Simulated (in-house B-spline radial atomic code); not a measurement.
Inner levels of aluminium as electrons are removed. A shift is the extra binding of the orbital against the neutral atom ([Ne] 3s2 3p1). The density at the nucleus is averaged over the nuclear charge. Computed with a radial B-spline atomic code at the basis-set limit: Dirac-Hartree-Fock, average of the configuration, finite nuclei.

| ion | configuration | shift of 1s1/2 (eV) | radius of 1s1/2 (bohr) | Σ<r²> (bohr²) | change of density at nucleus (bohr⁻³) |
| --- | --- | --- | --- | --- | --- |
| Al6+ | [He] 2s2 2p3 | 180.48 | 0.11947 | 1.7647 | 18.399 |
| Al7+ | [He] 2s2 2p2 | 238.15 | 0.11925 | 1.3413 | 28.052 |
| Al8+ | [He] 2s2 2p1 | 300.29 | 0.11898 | 0.98269 | 38.666 |
| Al9+ | [He] 2s2 | ? | ? | ? | ? |
| Al10+ | [He] 2s1 | ? | ? | ? | ? |
| Al11+ | 1s2 | 491.8 | 0.11848 | 0.0376 | -80.191 |
| Al12+ | 1s1 | 709.05 | 0.11504 | 0.017658 | -749.09 |

Fill in the row of Al9+.

shift of 1s1/2 (eV): 366.85; radius of 1s1/2 (bohr): 0.11868; Σ<r²> (bohr²): 0.67654; change of density at nucleus (bohr⁻³): 50.258.

Fill in the row of Al10+.

shift of 1s1/2 (eV): 427.97; radius of 1s1/2 (bohr): 0.11865; Σ<r²> (bohr²): 0.3411; change of density at nucleus (bohr⁻³): -11.188.
